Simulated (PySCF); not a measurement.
# Radial density of C²⁺ (carbon, charge +2)

PBEsol, [He] 2s1 2p1, high-spin 3P determinant (an excited configuration). Computed with PySCF 2.14 in dyall-av2z, with no relativity, point nucleus.

```csv
r (bohr),4πr²ρ (e/bohr),4πr²(ρα − ρβ)
0.00493,0.03617,0.0012
0.00830,0.09869,0.0032
0.0140,0.2600,0.0085
0.0235,0.6574,0.0214
0.0395,1.534,0.0497
0.0664,3.154,0.1005
0.112,5.228,0.1591
0.188,6.115,0.1676
0.316,4.122,0.1479
0.532,1.589,0.5241
0.894,1.474,1.4089
1.50,1.150,1.1497
2.53,0.1830,0.1830
4.26,0.002335,0.0023
```
